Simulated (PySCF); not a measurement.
The dipole of `CC(=O)/C=C(/C)O` from its density and from atomic charges.

Coordinates (PBE0-D3(BJ)/def2-SVP, Å) and charges (e) from the PBE0/pcSseg-1 density (PySCF):

| atom | x | y | z | Mulliken | IAO | Hirshfeld | ESP-fitted |
| --- | --- | --- | --- | --- | --- | --- | --- |
| C1 | 2.519 | -0.404 | -0.394 | -0.2427 | -0.4545 | -0.1189 | -0.6408 |
| C2 | 1.235 | 0.354 | -0.212 | +0.2222 | +0.3617 | +0.1440 | +0.8788 |
| O3 | 1.240 | 1.597 | -0.273 | -0.4792 | -0.4580 | -0.2201 | -0.6237 |
| C4 | 0.019 | -0.377 | 0.023 | -0.3049 | -0.3624 | -0.1389 | -0.9878 |
| C5 | -1.161 | 0.316 | 0.179 | +0.1383 | +0.3179 | +0.1294 | +0.7290 |
| C6 | -2.478 | -0.336 | 0.421 | -0.2023 | -0.4351 | -0.1128 | -0.5888 |
| O7 | -1.199 | 1.621 | 0.121 | -0.3533 | -0.4487 | -0.1670 | -0.5821 |
| H8 | 3.356 | 0.301 | -0.476 | +0.1418 | +0.1652 | +0.0514 | +0.1740 |
| H9 | 2.466 | -1.017 | -1.308 | +0.1444 | +0.1626 | +0.0556 | +0.1789 |
| H10 | 2.687 | -1.091 | 0.448 | +0.1399 | +0.1588 | +0.0539 | +0.1761 |
| H11 | 0.026 | -1.465 | 0.076 | +0.0968 | +0.1494 | +0.0397 | +0.2843 |
| H12 | -3.173 | -0.071 | -0.390 | +0.1484 | +0.1689 | +0.0582 | +0.1812 |
| H13 | -2.913 | 0.051 | 1.355 | +0.1477 | +0.1687 | +0.0579 | +0.1824 |
| H14 | -2.389 | -1.427 | 0.483 | +0.1293 | +0.1532 | +0.0538 | +0.1662 |
| H15 | -0.230 | 1.903 | -0.050 | +0.2735 | +0.3523 | +0.1137 | +0.4724 |

Question: What dipole does each set of charges give (1 e·Å = 4.803 D), and what does the density give?

Answer: The full density gives (-0.56, -3.08, 0.20) D, 3.14 D in size; dipole vectors point from the negative to the positive end.

```csv
scheme,μx,μy,μz,size (D),share of the full size (%),angle to the full dipole (°)
Mulliken,-1.13,-4.80,0.36,4.95,158,3
IAO,-0.55,-3.95,0.24,4.00,127,2
Hirshfeld,-0.58,-1.98,0.17,2.07,66,6
ESP-fitted,-0.57,-3.12,0.21,3.17,101,0
```

Question: Which set comes closest?

Answer: Length of the difference vector: ESP-fitted 0.04 D, IAO 0.87 D, Hirshfeld 1.10 D, Mulliken 1.82 D. Closest: ESP-fitted. 

Question: What is left for the Hirshfeld atoms' own dipoles?

Answer: The shares of the density sum to the whole, so what Σ q r misses lies in dipoles about the nuclei. The atomic dipoles sum to (-0.56, -3.08, 0.20) − (-0.58, -1.98, 0.17) = (0.02, -1.10, 0.03) D, 1.10 D in size.

Question: With the origin at the mean of the coordinates, (0.000, -0.003, 0.000) Å, which are the largest single terms, by size, of the Hirshfeld dipole along the direction of the full one?

Answer: O3 +1.91, O7 +1.10, H15 -1.00, H14 +0.48, C6 -0.43 D; all 15 atoms together +2.06 D. The single terms depend on the origin, their sum doesn't.

Question: Give the size of the full dipole in other units.

Answer: 3.14 D = 1.235 au = 0.653 e·Å = 10.47 × 10⁻³⁰ C·m.

Isolated species at its PBE0-D3(BJ)/def2-SVP geometry (one conformer only).

Conformer computed: `[CH3:1][C:2](=[O:3])/[CH:4]=[C:5](/[CH3:6])[OH:7]`: C1–C2–C4–C5 -179°, H–O7–C5–C4 0°.
